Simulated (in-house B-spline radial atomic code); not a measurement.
Ar⁶⁺. Computed with a B-spline radial atomic code. Model: all-electron spherical atom, spin shells full or empty, radial basis limit, no spin-orbit coupling: exact exchange with a local potential (Slater, KLI or optimised effective potential, whose far tail is KLI's), no correlation.

The run also made RPA and GW results, which its time includes.

The Slater potential averages the orbital exchange potentials with the orbital densities as weights, KLI adds orbital constants, and the optimised effective potential minimises the exact-exchange energy among local potentials. So their energies lie above Hartree-Fock in the order OEP, KLI, Slater. All fall off as −1/r, unlike LDA and GGA exchange.

Command:
```bash
python run_gw.py task.json out
```
Settings (lengths in bohr, energies in hartree):
```
Z                      18
electrons              12
configuration          [Ne] 3s2
hamiltonian            nr
method                 kli
lmax                   9
spin_polarised         False
box_radius             9.29
intervals              65
ion_configuration      [Ne] 3s1
```

Cost of the run: 5.3 s on 1 thread of Arm Neoverse N1, on a shared host.

Given: hamiltonian non-relativistic; mean-field start exchange-only KLI.

Computed: energy above Hartree-Fock 4.7964 millihartree; virial ratio -E/T less 1 -9.2e-05.

```csv
radius (bohr),r times exchange potential (hartree bohr)
0.00278,-0.039958
0.00336,-0.048249
0.00405,-0.058081
0.00489,-0.07
0.00591,-0.084379
0.00714,-0.10155
0.00863,-0.12209
0.0104,-0.14605
0.0126,-0.17509
0.0152,-0.20821
0.0184,-0.24702
0.0222,?
0.0268,-0.33769
0.0324,-0.38871
0.0391,-0.43995
0.0472,-0.48841
0.057,-0.52931
0.0689,-0.55702
0.0832,-0.5662
0.1,-0.55731
0.121,-0.54443
0.147,-0.56757
0.177,-0.6532
0.214,-0.78284
0.258,-0.91216
0.312,-1.0158
0.377,-1.0684
0.455,-1.0546
0.55,-0.96725
0.664,-0.82177
0.802,-0.72177
0.969,-0.78365
1.17,-0.88794
1.41,-0.95419
1.71,?
2.06,-0.99704
2.49,-0.99965
```

Problem. What belongs in the row 0.0222?

Solution. r times exchange potential (hartree bohr): -0.29011.

Problem. What belongs in the row 1.71?

Solution. r times exchange potential (hartree bohr): -0.9863.

```json
{"occupied": "1s", "level (hartree)": "-118.89", "Hartree-Fock level (hartree)": "-122.98"}
{"occupied": "2s", "level (hartree)": "-15.4", "Hartree-Fock level (hartree)": "-16.462"}
{"occupied": "2p", "level (hartree)": "?", "Hartree-Fock level (hartree)": "?"}
{"occupied": "3s", "level (hartree)": "-4.4827", "Hartree-Fock level (hartree)": "-4.4849"}
```

Problem. What belongs in the row 2p?

Solution. level (hartree): -13.032; Hartree-Fock level (hartree): -13.707.

```
empty  level (hartree)
   3p          -3.8768
   3d          -3.0079
   4s                ?
   4p           -1.959
```

Problem. What belongs in the row 4s?

Solution. level (hartree): -2.1761.

The highest level, 3s, differs from Hartree-Fock by +0.059 eV and the deepest, 1s, by +111 eV: a local potential can match the highest level but can't give each shell its own exchange.
